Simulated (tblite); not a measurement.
Species: C3H10AlAsS.
Atom-mapped SMILES: `[CH3:1][S:2][AlH:3][As:4]([CH3:5])[CH3:6]` (hydrogens: H7, H8, H9 on C1; H10 on Al3; H11, H12, H13 on C5; H14, H15, H16 on C6)

Computed with GFN2-xTB (tblite), gas phase: L-BFGS steps from a force-field or distance-geometry start until the largest atomic force falls under 0.01 eV/Å.

Step 118: E = -495.2935 eV
```
atom  x, y, z in Å  |  force x, y, z in eV/Å
C1      2.8948    0.7476    0.7365    0.053   0.023  -0.013
S2      2.9236   -0.7513   -0.3276   -0.045  -0.011   0.006
Al3     0.7727   -1.2231   -0.1556   -0.026   0.001  -0.004
As4    -0.8309   -0.0525    1.2641   -0.015  -0.010  -0.035
C5     -2.2180   -1.3186    0.6256   -0.004  -0.020   0.006
C6     -1.2072    1.4250   -0.0370   -0.060  -0.009   0.026
H7      2.9988    1.6208    0.0987    0.013   0.004   0.025
H8      3.7399    0.6843    1.4143   -0.005   0.001  -0.002
H9      1.9622    0.8074    1.3126    0.006   0.000  -0.015
H10     0.3043   -2.3645   -1.1050    0.020   0.012  -0.007
H11    -3.2108   -0.9986    0.9450    0.027   0.021  -0.015
H12    -2.0366   -2.3109    1.0409   -0.001   0.027   0.029
H13    -2.2175   -1.4067   -0.4620    0.018   0.022  -0.003
H14    -2.0889    1.9706    0.3033    0.000   0.002  -0.004
H15    -1.4125    1.0450   -1.0355    0.003  -0.023  -0.028
H16    -0.3817    2.1346   -0.0947    0.016  -0.041   0.033
```

Step 119: E = -495.2944 eV
```
atom  x, y, z in Å  |  force x, y, z in eV/Å
C1      2.8952    0.7482    0.7370    0.049  -0.004  -0.034
S2      2.9241   -0.7488   -0.3321   -0.025   0.004   0.024
Al3     0.7732   -1.2204   -0.1631   -0.032  -0.001   0.010
As4    -0.8291   -0.0530    1.2630   -0.004  -0.034  -0.033
C5     -2.2175   -1.3190    0.6273    0.001  -0.025  -0.002
C6     -1.2091    1.4242   -0.0356   -0.034  -0.001   0.040
H7      3.0094    1.6203    0.1007   -0.001   0.028   0.016
H8      3.7326    0.6848    1.4234    0.015  -0.027   0.000
H9      1.9578    0.8074    1.3038   -0.012   0.019  -0.006
H10     0.3072   -2.3641   -1.1108    0.017   0.015  -0.009
H11    -3.2109   -0.9892    0.9335    0.021   0.022  -0.015
H12    -2.0466   -2.3081    1.0540    0.003   0.026   0.043
H13    -2.2067   -1.4209   -0.4590    0.012   0.031  -0.011
H14    -2.0850    1.9732    0.3125   -0.012   0.013  -0.010
H15    -1.4222    1.0449   -1.0321   -0.008  -0.027  -0.044
H16    -0.3801    2.1295   -0.0989    0.008  -0.038   0.031
```

Question: Estimate the geometry and energy of step 120. (The exact step hangs on the optimiser's Hessian estimate; all steps are aligned on step 119, rigid shifts and turns removed.)

Answer: E = -495.2955 eV, largest force 0.073 eV/Å
```
atom  x, y, z in Å  |  force x, y, z in eV/Å
C1      2.8938    0.7488    0.7382    0.020  -0.016  -0.058
S2      2.9255   -0.7470   -0.3333   -0.004   0.005   0.038
Al3     0.7737   -1.2177   -0.1747   -0.030   0.001   0.022
As4    -0.8254   -0.0559    1.2604   -0.003  -0.046  -0.022
C5     -2.2163   -1.3210    0.6302    0.005  -0.042  -0.022
C6     -1.2103    1.4227   -0.0334   -0.020   0.002   0.035
H7      3.0195    1.6178    0.1011   -0.002   0.056   0.010
H8      3.7194    0.6870    1.4374    0.046  -0.056   0.004
H9      1.9490    0.8106    1.2913   -0.028   0.031   0.003
H10     0.3095   -2.3570   -1.1278    0.014   0.014  -0.013
H11    -3.2112   -0.9756    0.9145    0.033   0.016  -0.025
H12    -2.0607   -2.3028    1.0805   -0.002   0.041   0.032
H13    -2.1875   -1.4456   -0.4548   -0.002   0.032   0.025
H14    -2.0743    1.9819    0.3285   -0.011   0.010  -0.027
H15    -1.4393    1.0457   -1.0275   -0.017  -0.021  -0.029
H16    -0.3730    2.1173   -0.1071    0.002  -0.026   0.026
```

The energy changes by -0.0010 eV. The first-order estimate −F·Δx gives -0.0015 eV and the mean of the old and new forces, exact on a quadratic surface, -0.0010 eV. The step makes an angle of 82° with the force vector and moves no atom by more than 0.032 Å.

What follows is the cost of the whole relaxation. The run took 1.2 s wall on Intel Xeon 6975P-C, one thread, shared host with 128 logical CPUs at a one-minute load of 74.
